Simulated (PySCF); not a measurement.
# A small calculation by hand: chemical shift, span and skew from a shielding tensor

fluoro(fluorosilyloxy)silane (F2H4OSi2), SMILES F[SiH2]O[SiH2]F. Atoms are numbered in the order given.

```xyz
9

Si    -1.5421     0.3402    -0.3062
F     -1.9170    -0.5924     0.9630
O      0.0000     0.0000    -0.7705
Si     1.5421    -0.3402    -0.3062
F      1.9170     0.5924     0.9630
H     -1.6495     1.7547     0.1249
H     -2.4506    -0.0074    -1.4233
H      2.4506     0.0074    -1.4233
H      1.6495    -1.7547     0.1249
```

The structure is a stationary point at PBE0-D3(BJ)/def2-SVP. Other conformers were not sampled.

GIAO shieldings from HF/pcSseg-1 run with PySCF, non-relativistic, no solvent. The symmetric part of the tensor of Si1 has the principal values 412.2, 428.4, 457.9 ppm. The same nucleus in TMS has σ = 393.8 ppm at this level (PySCF, at its B3LYP-D3(BJ)/def2-TZVP geometry).

Question: Work out the isotropic shielding, the ²⁹Si shift against TMS, the span and the skew.

Answer: 
σ(iso) = (σ11 + σ22 + σ33)/3 = 432.8 ppm. δ = σ(ref) − σ(iso) = 393.8 − (432.8) = -39.0 ppm.
Span Ω = σ33 − σ11 = 45.7 ppm. Skew κ = 3(σ(iso) − σ22)/Ω = 0.29. Tumbling in solution averages the tensor to δ; in a static solid the shielding alone would spread this spin-1/2 line over Ω.
